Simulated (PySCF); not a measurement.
PySCF input file for CH2F, SMILES [CH2]F (connectivity only; charge and spin as stated), charge +1, multiplicity 1, TDA-ωB97X/def2-TZVPD. Geometry: B3LYP-D3(BJ)/def2-TZVPD. The multiplicity is an assumed one; other spin states were not compared. The isomer is the one that the SMILES or the coordinates give; other isomers of the formula were not compared.

```python
import numpy as np
from pyscf import gto, scf, dft, tdscf

mol = gto.M(
    atom='''
    C     0.00000000    0.00000000   -0.59329812
    F     0.00000000    0.00000000    0.63829657
    H     0.00000000    0.97571083   -1.09244021
    H     0.00000000   -0.97571084   -1.09244020
    ''',
    basis='def2-TZVPD',
    charge=1,
    spin=0,
    symmetry=True,
    max_memory=1600,
    verbose=4,
)
mf = dft.RKS(mol, xc='wb97x').density_fit(auxbasis='def2-universal-jkfit')
mf.grids.level = 3
mf.conv_tol = 1e-9
mf.max_cycle = 100
mf.kernel()
mf.grids = dft.Grids(mol).set(level=1).build(with_non0tab=True)  # coarser grid for the response kernel
td = tdscf.TDA(mf)
td.singlet = True
td.nstates = 10
td.conv_tol = 1e-4
td.kernel(x0=td.get_init_guess(mf, 15))
td.analyze()
tt = tdscf.TDA(mf)
tt.singlet = False
tt.nstates = 4
tt.conv_tol = 1e-4
tt.kernel(x0=tt.get_init_guess(mf, 9))
tt.analyze(verbose=3)
```

It prints:

```
PySCF version 2.14.0

[INPUT] verbose = 4
[INPUT] num. atoms = 4
[INPUT] num. electrons = 16
[INPUT] charge = 1
[INPUT] spin (= nelec alpha-beta = 2S) = 0
[INPUT] symmetry True subgroup None
[INPUT] Mole.unit = angstrom
[INPUT] Symbol           X                Y                Z      unit          X                Y                Z       unit  Magmom
[INPUT]  1 C      0.000000000000   0.000000000000  -0.593298120000 AA    0.000000000000   0.000000000000  -1.121170957019 Bohr   0.0
[INPUT]  2 F      0.000000000000   0.000000000000   0.638296570000 AA    0.000000000000   0.000000000000   1.206205703549 Bohr   0.0
[INPUT]  3 H      0.000000000000   0.975710830000  -1.092440210000 AA    0.000000000000   1.843826245472  -2.064412804362 Bohr   0.0
[INPUT]  4 H      0.000000000000  -0.975710840000  -1.092440200000 AA    0.000000000000  -1.843826264369  -2.064412785465 Bohr   0.0

nuclear repulsion = 34.061507471382
point group symmetry = C2v
symmetry origin: [ 0.00000000e+00 -1.11160359e-09 -7.83686841e-17]
symmetry axis x: [1. 0. 0.]
symmetry axis y: [ 0.00000000e+00  1.00000000e+00 -1.86419605e-10]
symmetry axis z: [0.00000000e+00 1.86419605e-10 1.00000000e+00]
num. orbitals of irrep A1 = 42
num. orbitals of irrep A2 = 10
num. orbitals of irrep B1 = 19
num. orbitals of irrep B2 = 24
number of shells = 37
number of NR pGTOs = 129
number of NR cGTOs = 95
basis = def2-TZVPD
ecp = {}


[settings echo left out]
init E= -139.283007106306
HOMO (B2) = -0.405541891879154  LUMO (B1) = -0.104533405938905  gap/eV = 8.19086
cycle= 1 E= -138.673163770759  delta_E= 0.61  |g|= 0.611  |ddm|= 1.26
HOMO (B2) = -0.847037755220142  LUMO (B1) = -0.451415302414401  gap/eV = 10.76544
cycle= 2 E= -138.707980492677  delta_E= -0.0348  |g|= 0.621  |ddm|= 0.622
HOMO (B2) = -0.858010786212393  LUMO (B1) = -0.373620952708881  gap/eV = 13.18092
cycle= 3 E= -138.765648254971  delta_E= -0.0577  |g|= 0.133  |ddm|= 0.279
HOMO (B2) = -0.827654457469031  LUMO (B1) = -0.343164004562749  gap/eV = 13.18366
cycle= 4 E= -138.767868587372  delta_E= -0.00222  |g|= 0.0134  |ddm|= 0.0663
HOMO (B2) = -0.824239035806116  LUMO (B1) = -0.337961563874083  gap/eV = 13.23228
cycle= 5 E= -138.767927692322  delta_E= -5.91e-05  |g|= 0.00148  |ddm|= 0.0354
HOMO (B2) = -0.824162326795135  LUMO (B1) = -0.337898261875906  gap/eV = 13.23192
cycle= 6 E= -138.767928718304  delta_E= -1.03e-06  |g|= 0.000235  |ddm|= 0.0059
HOMO (B2) = -0.824183068217133  LUMO (B1) = -0.337916930714434  gap/eV = 13.23198
cycle= 7 E= -138.767928745629  delta_E= -2.73e-08  |g|= 7.54e-05  |ddm|= 0.000981
HOMO (B2) = -0.824182470197912  LUMO (B1) = -0.337904958901132  gap/eV = 13.23229
cycle= 8 E= -138.767928747539  delta_E= -1.91e-09  |g|= 1.31e-05  |ddm|= 0.000219
HOMO (B2) = -0.824184894967954  LUMO (B1) = -0.33790667633059  gap/eV = 13.23230
cycle= 9 E= -138.767928747598  delta_E= -5.89e-11  |g|= 2.53e-06  |ddm|= 2.3e-05
HOMO (B2) = -0.824184932601844  LUMO (B1) = -0.337906411433861  gap/eV = 13.23231
Extra cycle  E= -138.767928747601  delta_E= -3.21e-12  |g|= 1.48e-06  |ddm|= 3.07e-06
converged SCF energy = -138.767928747601
tot grids = 15424


******** <class 'pyscf.tdscf.rks.TDA'> for <class 'pyscf.df.df_jk.DFSymAdaptedRKS'> ********
nstates = 10 singlet
deg_eia_thresh = 1.000e-03
wfnsym = None
conv_tol = 0.0001
eigh lindep = 1e-12
eigh level_shift = 0
eigh max_cycle = 100


Excitation energies (eV)
[ 5.48166202 10.49481404 10.59933849 11.58350672 13.10385446 13.88450913
 15.44146536 15.99280098 16.02854483 16.23306218]

** Singlet excitation energies and oscillator strengths **
Excited State   1:   A2      5.48166 eV    226.18 nm  f=0.0000
       8 -> 9        -0.70547
Excited State   2:   A2     10.49481 eV    118.14 nm  f=0.0000
       5 -> 9        -0.70504
Excited State   3:   B1     10.59934 eV    116.97 nm  f=0.0186
       6 -> 9        -0.70105
Excited State   4:   A1     11.58351 eV    107.04 nm  f=0.1407
       7 -> 9         0.67242
Excited State   5:   B2     13.10385 eV     94.62 nm  f=0.0273
       8 -> 10        0.51560
       8 -> 11       -0.44684
       8 -> 13        0.10929
Excited State   6:   B2     13.88451 eV     89.30 nm  f=0.1719
       8 -> 10        0.45504
       8 -> 11        0.51934
Excited State   7:   A1     15.44147 eV     80.29 nm  f=0.1090
       8 -> 12       -0.69237
Excited State   8:   B1     15.99280 eV     77.53 nm  f=0.0974
       4 -> 9         0.66293
       7 -> 11        0.17060
       8 -> 17        0.10687
Excited State   9:   B2     16.02854 eV     77.35 nm  f=0.1061
       8 -> 10       -0.10012
       8 -> 13        0.67857
       8 -> 15        0.11239
Excited State  10:   A2     16.23306 eV     76.38 nm  f=0.0000
       8 -> 14        0.68885

** Transition electric dipole moments (AU) **
state          X           Y           Z        Dip. S.      Osc.
  1         0.0000     -0.0000      0.0000      0.0000      0.0000
  2        -0.0000      0.0000      0.0000      0.0000      0.0000
  3        -0.2679      0.0000      0.0000      0.0718      0.0186
  4        -0.0000      0.0000     -0.7042      0.4960      0.1407
  5        -0.0000     -0.2917     -0.0000      0.0851      0.0273
  6        -0.0000     -0.7109      0.0000      0.5053      0.1719
  7         0.0000      0.0000      0.5368      0.2881      0.1090
  8         0.4985      0.0000      0.0000      0.2485      0.0974
  9         0.0000     -0.5197     -0.0000      0.2701      0.1061
 10        -0.0000      0.0000     -0.0000      0.0000      0.0000

** Transition velocity dipole moments (imaginary part, AU) **
state          X           Y           Z        Dip. S.      Osc.
  1         0.0000     -0.0000      0.0000      0.0000      0.0000
  2        -0.0000      0.0000      0.0000      0.0000      0.0000
  3        -0.0603      0.0000      0.0000      0.0036      0.0062
  4         0.0000      0.0000     -0.0796      0.0063      0.0099
  5        -0.0000     -0.0681     -0.0000      0.0046      0.0064
  6        -0.0000     -0.3492      0.0000      0.1219      0.1593
  7         0.0000      0.0000      0.2840      0.0806      0.0947
  8         0.0737      0.0000      0.0000      0.0054      0.0062
  9         0.0000     -0.2330     -0.0000      0.0543      0.0614
 10        -0.0000      0.0000     -0.0000      0.0000      0.0000

** Transition magnetic dipole moments (imaginary part, AU) **
state          X           Y           Z
  1         0.0000      0.0000      1.2650
  2         0.0000     -0.0000     -0.5052
  3        -0.0000     -1.3984      0.0000
  4         0.0000     -0.0000      0.0000
  5         1.3971     -0.0000      0.0000
  6         0.2942     -0.0000      0.0000
  7         0.0000     -0.0000     -0.0000
  8        -0.0000      0.0474      0.0000
  9         0.9184      0.0000     -0.0000
 10        -0.0000     -0.0000     -0.0812


******** <class 'pyscf.tdscf.rks.TDA'> for <class 'pyscf.df.df_jk.DFSymAdaptedRKS'> ********
nstates = 4 triplet
deg_eia_thresh = 1.000e-03
wfnsym = None
conv_tol = 0.0001
eigh lindep = 1e-12
eigh level_shift = 0
eigh max_cycle = 100


Excitation energies (eV)
[4.76733414 8.02510547 9.27708293 9.80767528]

** Triplet excitation energies and oscillator strengths **
Excited State   1:   A2      4.76733 eV    260.07 nm  f=0.0000
Excited State   2:   A1      8.02511 eV    154.50 nm  f=0.0000
Excited State   3:   B1      9.27708 eV    133.65 nm  f=0.0000
Excited State   4:   A2      9.80768 eV    126.42 nm  f=0.0000
```

The run converged.
